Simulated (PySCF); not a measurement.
# Steps of a relaxation of W6

W6 (triplet). PySCF 2.14.0, UKS PBE, W def2-SVP with ECP60; non-relativistic Hamiltonian with scalar-relativistic core potentials where named; density fitting; no spin-orbit coupling. Origin of the start: template. Columns: position (Å) and force (eV/Å). Energies are counted from the last step; some of the 6 steps are shown. Forces carry noise of the integration grid, about 0.01 to 0.03 eV/Å.

Run from Python with OMP_NUM_THREADS=4. Where DIIS fails, smearing, a level shift and second-order steps follow.
It took 2.7 min on 4 threads of AMD EPYC 9R45 96-Core Processor (Zen 5), with other jobs on the host, from the converged density of the start.

```xyz
6
step 0  E = 1.623 eV
W     1.6968    0.0000    0.0000     6.61    0.00    0.00
W     0.0000    1.6968    0.0000     0.00    5.63    0.00
W    -1.6968    0.0000    0.0000    -6.61    0.00    0.00
W     0.0000   -1.6968    0.0000     0.00   -5.63    0.00
W     0.0000    0.0000    1.6968     0.00    0.00    6.61
W     0.0000    0.0000   -1.6968     0.00    0.00   -6.61
```

```xyz
6
step 2  E = 0.019 eV
W     1.7795    0.0000    0.0000     0.87    0.00    0.00
W     0.0000    1.7795    0.0000     0.00    0.03    0.00
W    -1.7795    0.0000    0.0000    -0.87    0.00    0.00
W     0.0000   -1.7795    0.0000     0.00   -0.03    0.00
W     0.0000    0.0000    1.7795     0.00    0.00    0.87
W     0.0000    0.0000   -1.7795     0.00    0.00   -0.87
```

```xyz
6
step 3  E = 0.000 eV
W     1.7892    0.0000    0.0000     0.34    0.00    0.00
W     0.0000    1.7892    0.0000     0.00   -0.48    0.00
W    -1.7892    0.0000    0.0000    -0.34    0.00    0.00
W     0.0000   -1.7892    0.0000     0.00    0.48    0.00
W     0.0000    0.0000    1.7892     0.00    0.00    0.34
W     0.0000    0.0000   -1.7892     0.00    0.00   -0.34
```

Problem. Where does the relaxation end?

Solution. It converges at step 5 in Oh:
```xyz
6
step 5  E = 0
W     1.7905    0.0000    0.0000
W     0.0000    1.7905    0.0000
W    -1.7905    0.0000    0.0000
W     0.0000   -1.7905    0.0000
W     0.0000    0.0000    1.7905
W     0.0000    0.0000   -1.7905
```

No frequency check is given that shows the relaxed geometry to be a minimum. Open shells may have lower solutions than the one found.
